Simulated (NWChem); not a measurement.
Everything below was run with NWChem. System: H6PSi2, charge 0, spin multiplicity 2, at a geometry optimised with UPBE0/def2-SVP. The structure started from a generated list of species. Its SCF solution wasn't tested for a lower state. Level: UHF/6-31G* (spherical d).

Job file:

```
start mol
memory heap 200 mb stack 900 mb global 1100 mb
geometry units angstroms nocenter noautoz
  Si    -0.022579     1.661098     0.427292
  P      0.000000     0.000000    -1.106722
  Si     0.022579    -1.661098     0.427292
  H      0.272956     2.961551    -0.243845
  H     -1.380273     1.732996     1.053765
  H      0.986830     1.427915     1.508410
  H      1.380273    -1.732996     1.053765
  H     -0.272956    -2.961551    -0.243845
  H     -0.986830    -1.427915     1.508410
  symmetry group C2
end
basis spherical
  * library 6-31g*
end
scf
  uhf
  nopen 1
  maxiter 100
  thresh 1e-7
  semidirect memsize 60000000 filesize 0
  # guess.movecs holds the orbitals of an unrestricted PBE0 run
  vectors input guess.movecs output mol.movecs
end
task scf energy
```

NWChem printed:

```
             Northwest Computational Chemistry Package (NWChem) 7.3.0
             --------------------------------------------------------

                                NWChem Input Module
                                -------------------

 Scaling coordinates for geometry "geometry" by  1.889725989
 (inverse scale =  0.529177249)

 Turning off AUTOSYM since
 SYMMETRY directive was detected!

                             Geometry "geometry" -> ""
                             -------------------------

 Output coordinates in angstroms (scale by  1.889725989 to convert to a.u.)

  No.       Tag          Charge          X              Y              Z
 ---- ---------------- ---------- -------------- -------------- --------------
    1 Si                  14.0000    -0.02257900     1.66109800     0.42729200
    2 P                   15.0000     0.00000000     0.00000000    -1.10672200
    3 Si                  14.0000     0.02257900    -1.66109800     0.42729200
    4 H                    1.0000     0.27295600     2.96155100    -0.24384500
    5 H                    1.0000    -1.38027300     1.73299600     1.05376500
    6 H                    1.0000     0.98683000     1.42791500     1.50841000
    7 H                    1.0000     1.38027300    -1.73299600     1.05376500
    8 H                    1.0000    -0.27295600    -2.96155100    -0.24384500
    9 H                    1.0000    -0.98683000    -1.42791500     1.50841000

 Effective nuclear repulsion energy (a.u.)     188.4506444385

            Nuclear Dipole moment (a.u.)
            ----------------------------
        X                 Y               Z
 ---------------- ---------------- ----------------
     0.0000000000    -0.0000000000     0.0000113384

      Symmetry information
      --------------------

 Group name             C2
 Group number              4
 Group order               2
 No. of unique centers     5

      Symmetry unique atoms

     1    2    4    5    6


 Summary of "ao basis" -> "" (spherical)
 ------------------------------------------------------------------------------
       Tag                 Description            Shells   Functions and Types
 ---------------- ------------------------------  ------  ---------------------
 *                           6-31g*                   on all atoms

 Summary of "ao basis" -> "ao basis" (spherical)
 ------------------------------------------------------------------------------
       Tag                 Description            Shells   Functions and Types
 ---------------- ------------------------------  ------  ---------------------
 Si                          6-31g*                  8       18   4s3p1d
 P                           6-31g*                  8       18   4s3p1d
 H                           6-31g*                  2        2   2s

                                 NWChem SCF Module
                                 -----------------

  ao basis        = "ao basis"
  functions       =    66
  atoms           =     9
  alpha electrons =    25
  beta  electrons =    24
  charge          =   0.00
  wavefunction    = UHF
  use symmetry    = T
  symmetry adapt  = T

 Summary of "ao basis" -> "ao basis" (spherical)
 ------------------------------------------------------------------------------
       Tag                 Description            Shells   Functions and Types
 ---------------- ------------------------------  ------  ---------------------
 Si                          6-31g*                  8       18   4s3p1d
[...]
    44     -0.262094  3 Si py                22     -0.174047  2 P  py
    56     -0.165827  4 H  s                 64      0.165827  8 H  s
     9     -0.163049  1 Si pz                45      0.163049  3 Si pz
    30      0.157773  2 P  py

 Vector   24  Occ=1.000000D+00  E=-3.613252D-01  Symmetry=a
              MO Center= -4.0D-14,  1.2D-14, -9.1D-01, r^2= 3.2D+00
   Bfn.  Coefficient  Atom+Function         Bfn.  Coefficient  Atom+Function
  ----- ------------  ---------------      ----- ------------  ---------------
    27      0.505411  2 P  pz                31      0.329740  2 P  pz
    24     -0.248211  2 P  s                 23     -0.194224  2 P  pz
    28     -0.194740  2 P  s                  9     -0.159975  1 Si pz
    45     -0.159975  3 Si pz

 Vector   25  Occ=0.000000D+00  E= 1.426278D-02  Symmetry=b
              MO Center= -3.0D-15,  3.3D-15, -8.3D-01, r^2= 3.3D+00
   Bfn.  Coefficient  Atom+Function         Bfn.  Coefficient  Atom+Function
  ----- ------------  ---------------      ----- ------------  ---------------
    29      0.541248  2 P  px                25      0.399675  2 P  px
    58      0.231560  5 H  s                 62     -0.231560  7 H  s
    60     -0.216246  6 H  s                 66      0.216246  9 H  s
    11      0.188524  1 Si px                47      0.188524  3 Si px
    21     -0.175033  2 P  px

 Vector   26  Occ=0.000000D+00  E= 1.218671D-01  Symmetry=a
              MO Center= -4.5D-16, -4.7D-15,  4.2D-01, r^2= 8.7D+00
   Bfn.  Coefficient  Atom+Function         Bfn.  Coefficient  Atom+Function
  ----- ------------  ---------------      ----- ------------  ---------------
    28      1.711693  2 P  s                 31      0.877061  2 P  pz
    13      0.790907  1 Si pz                49      0.790907  3 Si pz
    12      0.762244  1 Si py                48     -0.762244  3 Si py
    10     -0.563751  1 Si s                 46     -0.563751  3 Si s
    27      0.183152  2 P  pz

 Vector   27  Occ=0.000000D+00  E= 1.429600D-01  Symmetry=b
              MO Center= -1.4D-15,  2.0D-14,  1.2D-01, r^2= 8.1D+00
   Bfn.  Coefficient  Atom+Function         Bfn.  Coefficient  Atom+Function
  ----- ------------  ---------------      ----- ------------  ---------------
    30      1.145665  2 P  py                12      1.020337  1 Si py
    48      1.020337  3 Si py                10     -0.718597  1 Si s
    46      0.718597  3 Si s                 13      0.455654  1 Si pz
    49     -0.455654  3 Si pz                 6     -0.266220  1 Si s
    26      0.266961  2 P  py                42      0.266220  3 Si s

 center of mass
 --------------
 x =  -0.00000000 y =   0.00000000 z =  -0.11580813

 moments of inertia (a.u.)
 ------------------
         846.275984932867           8.750475993517           0.000000000000
           8.750475993517         216.872547096264           0.000000000000
           0.000000000000           0.000000000000         672.125737309891

  Mulliken analysis of the total density
  --------------------------------------

    Atom       Charge   Shell Charges
 -----------   ------   -------------------------------------------------------
    1 Si  14    13.50   2.00  2.00  5.98  0.94  1.87  0.26  0.28  0.18
    2 P   15    15.26   2.00  2.00  5.98  1.19  2.27  0.69  1.09  0.05
    3 Si  14    13.50   2.00  2.00  5.98  0.94  1.87  0.26  0.28  0.18
    4 H    1     1.12   0.50  0.63
    5 H    1     1.12   0.49  0.62
    6 H    1     1.13   0.50  0.63
    7 H    1     1.12   0.49  0.62
    8 H    1     1.12   0.50  0.63
    9 H    1     1.13   0.50  0.63

  Mulliken analysis of the alpha density
  --------------------------------------

    Atom       Charge   Shell Charges
 -----------   ------   -------------------------------------------------------
    1 Si  14     6.71   1.00  1.00  2.99  0.46  0.92  0.13  0.13  0.09
    2 P   15     8.17   1.00  1.00  2.99  0.59  1.44  0.40  0.73  0.03
    3 Si  14     6.71   1.00  1.00  2.99  0.46  0.92  0.13  0.13  0.09
    4 H    1     0.56   0.25  0.31
    5 H    1     0.57   0.25  0.32
    6 H    1     0.57   0.25  0.32
    7 H    1     0.57   0.25  0.32
    8 H    1     0.56   0.25  0.31
    9 H    1     0.57   0.25  0.32

   Mulliken analysis of the beta density
   -------------------------------------

    Atom       Charge   Shell Charges
 -----------   ------   -------------------------------------------------------
    1 Si  14     6.79   1.00  1.00  2.99  0.47  0.96  0.14  0.15  0.09
    2 P   15     7.09   1.00  1.00  2.99  0.60  0.83  0.29  0.36  0.02
    3 Si  14     6.79   1.00  1.00  2.99  0.47  0.96  0.14  0.15  0.09
    4 H    1     0.56   0.25  0.31
    5 H    1     0.55   0.24  0.30
    6 H    1     0.56   0.24  0.31
    7 H    1     0.55   0.24  0.30
    8 H    1     0.56   0.25  0.31
    9 H    1     0.56   0.24  0.31

   Mulliken analysis of the spin density
   -------------------------------------

    Atom       Charge   Shell Charges
 -----------   ------   -------------------------------------------------------
    1 Si  14    -0.08  -0.00 -0.00 -0.00 -0.01 -0.04 -0.01 -0.02  0.01
    2 P   15     1.08   0.00  0.00  0.00 -0.01  0.61  0.11  0.37  0.00
    3 Si  14    -0.08  -0.00 -0.00 -0.00 -0.01 -0.04 -0.01 -0.02  0.01
    4 H    1    -0.00  -0.00 -0.00
    5 H    1     0.02   0.01  0.01
    6 H    1     0.01   0.01  0.01
    7 H    1     0.02   0.01  0.01
    8 H    1    -0.00  -0.00 -0.00
    9 H    1     0.01   0.01  0.01

       Multipole analysis of the density wrt the origin
       ------------------------------------------------

     L   x y z        total         alpha         beta         nuclear
     -   - - -        -----         -----         ----         -------
     0   0 0 0     -0.000000    -25.000000    -24.000000     49.000000

     1   1 0 0      0.000000      0.000000      0.000000      0.000000
     1   0 1 0     -0.000000     -0.000000     -0.000000     -0.000000
     1   0 0 1      0.403831      1.157481     -0.753662      0.000011

     2   2 0 0    -33.141773    -29.254570    -25.032398     21.145196
     2   1 1 0      0.015673      2.606759      2.405605     -4.996691
     2   1 0 1      0.000000     -0.000000      0.000000      0.000000
     2   0 2 0    -33.139642   -204.440116   -203.250268    374.550742
     2   0 1 1      0.000000     -0.000000      0.000000      0.000000
     2   0 0 2    -36.076832    -74.997010    -69.551129    108.471307

 Task  times  cpu:        0.6s     wall:        0.6s

 Total times  cpu:        0.6s     wall:        0.6s
```
